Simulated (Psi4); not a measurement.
Cl₂CrO₂, singlet, at a GFN2-xTB geometry (such geometries of metal compounds can be far from the true shape); BHHLYP/6-31G* in Psi4 1.11.

Psi4 was given this input:
```
memory 2 GB

molecule {
0 1
  Cr    0.36161990   -0.06306063    0.11655214
  O     1.44045237   -0.59234025   -0.86408389
  O     0.79045337    0.20330658    1.58311746
  Cl   -0.38616068    1.66825371   -0.64495912
  Cl   -1.17419951   -1.39615227    0.14204619
}

set basis 6-31g*
set scf_type pk
set puream true
set d_convergence 1e-8
set dft_radial_points 99
set dft_spherical_points 590

energy('bhhlyp')
print_variables()
```

It wrote (shortened):

```
   => Loading Basis Set <=

    Name: 6-31G*
    Role: ORBITAL
    Keyword: BASIS

         ---------------------------------------------------------
                                   SCF
               by Justin Turney, Rob Parrish, Andy Simmonett
                          and Daniel G. A. Smith
                              RKS Reference
         ---------------------------------------------------------

  ==> Geometry <==

    Molecular point group: c1
    Full point group: C1

    Geometry (in Angstrom), charge = 0, multiplicity = 1:

       Center              X                  Y                   Z               Mass
    ------------   -----------------  -----------------  -----------------  -----------------
         CR           0.362257706980    -0.063171853804     0.116757708657    51.940506230000
         O            1.441090176980    -0.592451473804    -0.863878321343    15.994914619570
         O            0.791091176980     0.203195356196     1.583323028657    15.994914619570
         CL          -0.385522873020     1.668142486196    -0.644753551343    34.968852682000
         CL          -1.173561703020    -1.396263493804     0.142251758657    34.968852682000

  Running in c1 symmetry.

  Rotational constants: A =      0.10705  B =      0.06960  C =      0.05873 [cm^-1]
  Rotational constants: A =   3209.25240  B =   2086.50468  C =   1760.80979 [MHz]
  Nuclear repulsion =  501.758778035370256

  Charge       = 0
  Multiplicity = 1
  Electrons    = 74
  Nalpha       = 37
  Nbeta        = 37

  ==> Algorithm <==

  SCF Algorithm Type is PK.
  DIIS enabled.
  MOM disabled.
  Fractional occupation disabled.
  Guess Type is SAD.
  Energy threshold   = 1.00e-06
  Density threshold  = 1.00e-08
  Integral threshold = 1.00e-12

  ==> Primary Basis <==

  Basis Set: 6-31G*
    Blend: 6-31G*
    Number of shells: 40
    Number of basis functions: 98
    Number of Cartesian functions: 107
    Spherical Harmonics?: true
    Max angular momentum: 3

  ==> DFT Potential <==

   => LibXC <=

    Version 7.1.2
    S. Lehtola, C. Steigemann, M. J. T. Oliveira, and M. A. L. Marques,  SoftwareX 7, 1–5 (2018) (10.1016/j.softx.2017.11.002)

   => Composite Functional: BHANDHLYP <=

    BHandHLYP Hyb-GGA Exchange-Correlation Functional

    A. D. Becke,  J. Chem. Phys. 98, 1372 (1993) (10.1063/1.464304)
    Defined through Gaussian implementation.

    Deriv               =              1
    GGA                 =           TRUE
[...]
   @RKS iter  12: -2115.03555872379911   -5.29985e-08   1.38506e-06 DIIS
   @RKS iter  13: -2115.03555873297091   -9.17180e-09   5.14545e-07 DIIS
   @RKS iter  14: -2115.03555873649930   -3.52838e-09   1.29534e-07 DIIS
   @RKS iter  15: -2115.03555873717187   -6.72571e-10   3.82582e-08 DIIS
   @RKS iter  16: -2115.03555873720052   -2.86491e-11   1.44952e-08 DIIS
   @RKS iter  17: -2115.03555873720188   -1.36424e-12   4.83185e-09 DIIS
  Energy and wave function converged.

  ==> Post-Iterations <==

   Electrons on quadrature grid:
      Ntotal   =   73.9999972363 ; deviation = -2.764e-06

    Orbital Energies [Eh]
    ---------------------

    Doubly Occupied:

[...]
      37A     -0.405668

    Virtual:

[...]
      98A      2.924242

    Final Occupation by Irrep:
              A
    DOCC [    37 ]
    NA   [    37 ]
    NB   [    37 ]

  @RKS Final Energy: -2115.03555873720188

   => Energetics <=

    Nuclear Repulsion Energy =            501.7587780353702556
    One-Electron Energy =               -3909.1449151068545689
    Two-Electron Energy =                1354.9707912160026808
    DFT Exchange-Correlation Energy =     -62.6202128817200432
    Empirical Dispersion Energy =           0.0000000000000000
    VV10 Nonlocal Energy =                  0.0000000000000000
    Total Energy =                      -2115.0355587372018817

Computation Completed

Properties will be evaluated at   0.000000,   0.000000,   0.000000 [a0]

Properties computed using the SCF density matrix

 Multipole Moments:

 ------------------------------------------------------------------------------------
     Multipole            Electronic (a.u.)      Nuclear  (a.u.)        Total (a.u.)
 ------------------------------------------------------------------------------------

 L = 1.  Multiply by 2.5417464519 to convert [e a0] to [Debye]
 Dipole X            :         -0.3310135            0.0891913           -0.2418222
 Dipole Y            :          0.0577234           -0.0155535            0.0421699
 Dipole Z            :         -0.1066876            0.0287469           -0.0779407
 Magnitude           :                                                    0.2575481

 ------------------------------------------------------------------------------------

  Variable Map:
  ----------------------------------------------------------------------------
[...]
  Array Variable Map:
  ----------------------------------------------------------------------------
[...]
[...]
```
